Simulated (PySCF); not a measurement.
Match the calculated data to a structure.

All candidates are C4H5FN2.

- UV, first state: lowest singlet excitation: 6.40 eV (194 nm, f = 0.137) [TDDFT wB97X-D/def2-SVPD]
- Polarisability: 60.0 au [wB97X-D/def2-SVPD]
- Dipole: 2.74 D [wB97X-D/def2-SVPD]
- Rotational structure: rotational constants A, B, C: 7.476, 2.030, 1.613 GHz [PBE0-D3(BJ)/def2-SVP]

Gas-phase values; electronic properties from PySCF, density fitting. Levels stand in brackets. Geometry: PBE0-D3(BJ)/def2-SVP; no solvent, vibrations or thermal averaging.

Question: Which candidate is it?
A. `Cc1cnc(F)[nH]1`
B. `Cn1cc(F)cn1`
C. `Cn1nccc1F`

Answer: B. It is `Cn1cc(F)cn1`. Numbering: `[CH3:1][n:2]1[cH:3][c:4]([F:5])[cH:6][n:7]1`. Its formula, C4H5FN2, gives 3 degrees of unsaturation: 1 ring and 2 π bonds in the structure found (Kekulé form). The optimised geometry has point group Cs and is an asymmetric top.

The others, at the same levels:
- `Cc1cnc(F)[nH]1` fails: its computed lowest singlet excitation is 6.25 eV (199 nm, f = 0.000) (against 6.40 eV), rotational constant A is 7.062 GHz (against 7.476 GHz) and dipole moment is 4.37 D (against 2.74 D).
- `Cn1nccc1F` fails: its computed lowest singlet excitation is 6.80 eV (182 nm, f = 0.081) (against 6.40 eV), rotational constant A is 4.041 GHz (against 7.476 GHz) and smallest rotational constant is 1.872 GHz (against 1.613 GHz).
